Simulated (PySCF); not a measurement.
Electron correlation in Ir⁻ (iridium, charge -1)

[Xe] 4f14 5d8 6s2, high-spin 3F determinant. Calculation: PySCF 2.14, in def2-QZVPPD with the def2 core potential (60 electrons); scalar relativity through the core potential. Frozen: 5s2 5p6; 10 electrons correlated.

```csv
level,correlation energy (mhartree)
CCSD,-296.25
(T),-18.56
CCSD(T),-314.81
```

Diagnostics: T1 = 0.034, D1 = 0.1310, largest double amplitude 0.052.

Task: Is a single reference adequate?

Result: Largely. T1 is above 0.03 while the doubles stay small, so the singles mainly relax the orbitals.
